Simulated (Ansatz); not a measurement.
Ideal-gas functions of CH5BOSi, SMILES `B[SiH2]C=O` at 400 K and 1 bar, from an Ansatz frequency run at PBE0-D4/def2-TZVP.

Molar mass 71.95 g/mol, point group C1 (symmetry number 1), electronic degeneracy 1, moments of inertia 38.12, 158.599, 175.862 u Å². Harmonic wavenumbers (cm⁻¹, unscaled): 51, 125, 168, 293, 403, 536, 582, 642, 725, 780, 900, 906, 931, 1165, 1381, 1780, 2182, 2244, 2591, 2682, 2816.

Use S(trans) = R[1.5 ln M + 2.5 ln T − 1.1517]; rotational temperatures θ = 24.2544 K / I; S(rot) = R[ln(√π/σ · √(T³/θAθBθC)) + 1.5]; for each mode x = 1.438777 ν̃/T, S = R[x/(eˣ − 1) − ln(1 − e⁻ˣ)] and H = RT x/(eˣ − 1); 1 cm⁻¹ = 0.0119627 kJ/mol; R = 8.31446 J/(mol·K).

Question: By hand: the entropy, in J/(mol·K).

Answer: Translation 168.3. Rotation: θ = 0.6363, 0.1529, 0.1379 K, giving 109.9. Vibration, mode by mode: 22.43, 15.03, 12.63, 8.25, 5.92, 4.04, 3.54, 2.99, 2.36, 2.02, 1.43, 1.41, 1.31, 0.66, 0.35, 0.10, 0.03, 0.02, 0.01, 0.01, 0.00, in all 84.5. Electronic 0.0. Sum 362.7 J/(mol·K).

Question: By hand: H − E and G − E in kJ/mol, counted from the electronic energy.

Answer: Zero-point energy ½ × 23883 × 0.0119627 = 142.9; thermal vibration 17.3; translation, rotation and pV give 4 RT = 13.3. H − E = 173.5 kJ/mol, and G − E = 173.5 − 400 × 362.7/1000 = 28.4 kJ/mol.

Vibration gives 23 % of the entropy, 37.5 J/(mol·K) of it from the modes under 150 cm⁻¹: soft modes count most, and the harmonic formula is weakest for them. The sum counts one conformer and one mirror image; others add a mixing term.
